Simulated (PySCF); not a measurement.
**MnH₂: BP86 against PBE0**

Base calculation in PySCF with density fitting and no spin–orbit coupling, BP86/def2-TZVP (no relativity): sextet, C2v, Mn–H 1.667 Å (×2); H–Mn–H 154.8°; wavenumbers 435, 1618, 1683 cm⁻¹; dipole moment 1.21 D, polar-tensor charge of Mn 0.80 e, atomisation energy (no zero-point energy) 510 kJ/mol.

Q: What changes on going to PBE0/def2-TZVP (no relativity)?

A: The point group becomes D∞h. Changes: mean bond to Mn +0.025 Å, smallest bond angle +25.2 degrees, highest wavenumber +9 cm⁻¹, lowest wavenumber -115 cm⁻¹, dipole moment -1.21 D, polar-tensor charge of Mn +0.11 e, atomisation energy (no zero-point energy) -43 kJ/mol. The new structure has Mn–H 1.692 Å (×2), with wavenumbers 320 (×2), 1624, 1692 cm⁻¹.

Open d or f shells are single determinants, so the state found may not be the ground state. Only the bonding shown was studied: isomers, or loss of a ligand pair, can lie lower.
